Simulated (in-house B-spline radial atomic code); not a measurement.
Ionising the europium ion Eu⁵⁹⁺ with different functionals

Computed with an all-electron radial atomic-structure program (B-spline basis): scalar-relativistic (spin-free X2C) Hamiltonian, Fermi nucleus of rms radius 5.1115 fm, spin-polarised at highest spin, spherical fractional occupations for the functionals. The ionisation energy is the difference of two self-consistent energies, [He] 2s2 → [He] 2s1, without Breit or QED terms; ε is the level of the shell that loses the electron (its least bound occupied spin orbital). There is no spin-orbit coupling in this Hamiltonian.

| method | rung | ΔSCF (eV) | -ε(2s) (eV) |
| --- | --- | --- | --- |
| LDA VWN5 | LDA | ? | ? |
| BLYP | GGA | 13484.8 | 13380.1 |
| OLYP | GGA | 13482.9 | 13381.1 |
| r2SCAN | meta-GGA | ? | ? |
| PBE0 | global hybrid | 13484.2 | 13404.1 |
| BHandHLYP | global hybrid | 13482.3 | 13430.2 |
| CAM-B3LYP | range-separated hybrid | 13483.9 | 13401.5 |

Q: What does r2SCAN give?

A: ΔSCF 13476.1 eV, and -ε(2s) = 13385.2 eV.

Q: What does LDA VWN5 give?

A: ΔSCF 13471.2 eV, and -ε(2s) = 13366.3 eV.

Q: Among the functionals, which spreads more, the ΔSCF values or the orbital energies?

A: The orbital energies: ΔSCF values span about 13.6 eV and the orbital energies 63.8 eV; here energy differences depend much less on the functional than eigenvalues do.

Q: How do they compare with the NIST value?

A: NIST lists 13462 eV ± 7 (tabulated theory, ground level to ground level). Errors run from +9.2 to +22.8 eV; LDA VWN5 is closest (+9.2 eV), though others lie within the uncertainty of it, and part of that can be cancellation, since the calculations leave out Breit-QED terms, the near-degeneracy of s² and p².
